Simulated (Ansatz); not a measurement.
Start from `C/C(F)=C/Br` and change one atom or group (the configuration at the double bond changes too) to get `O/C(F)=C\Br`.

Ansatz, PBE0-D4/def2-TZVP geometries, multiplicity 1. Each molecule was computed in one conformer, which needn't be the lowest.

Scalar relativity is left out up to krypton.

| property | `C/C(F)=C/Br` |
| --- | --- |
| LUMO energy (PBE0/def2-TZVPP) / eV | 0.14 |
| HOMO energy (PBE0/def2-TZVPP) / eV | -7.01 |
| HOMO–LUMO gap (PBE/def2-TZVPP) / eV | 4.99 |
| size of the dipole moment (ωB97M-V/def2-TZVPP) / D | 2.67 |
| size of the dipole moment (PBE/def2-TZVPP) / D | 2.50 |
| HOMO energy (B3LYP/def2-TZVPP) / eV | -6.79 |

Task: Give the same properties after the change, and the shifts. (An estimate is asked.)

Result: Ansatz gave: 
```json
{"property": "LUMO energy (PBE0/def2-TZVPP) / eV", "`O/C(F)=C\\Br`": "-0.10", "shift": "-0.24"}
{"property": "HOMO energy (PBE0/def2-TZVPP) / eV", "`O/C(F)=C\\Br`": "-6.89", "shift": "0.12"}
{"property": "HOMO–LUMO gap (PBE/def2-TZVPP) / eV", "`O/C(F)=C\\Br`": "4.49", "shift": "-0.50"}
{"property": "size of the dipole moment (ωB97M-V/def2-TZVPP) / D", "`O/C(F)=C\\Br`": "0.86", "shift": "-1.81"}
{"property": "size of the dipole moment (PBE/def2-TZVPP) / D", "`O/C(F)=C\\Br`": "0.82", "shift": "-1.68"}
{"property": "HOMO energy (B3LYP/def2-TZVPP) / eV", "`O/C(F)=C\\Br`": "-6.68", "shift": "0.11"}
```

With PBE0 the HOMO rises by 0.12 eV and the LUMO falls by 0.24 eV, so the gap narrows by about 0.36 eV. PBE moves the HOMO by 0.17 eV and ωB97M-V by 0.09 eV. Dipoles are sizes alone; their direction can turn.

B3LYP here is the variant with VWN-RPA as its local correlation; programs differ in this.

Spin–orbit coupling is left out; it splits and shifts lone-pair levels of the heavy atoms by tenths of an eV.
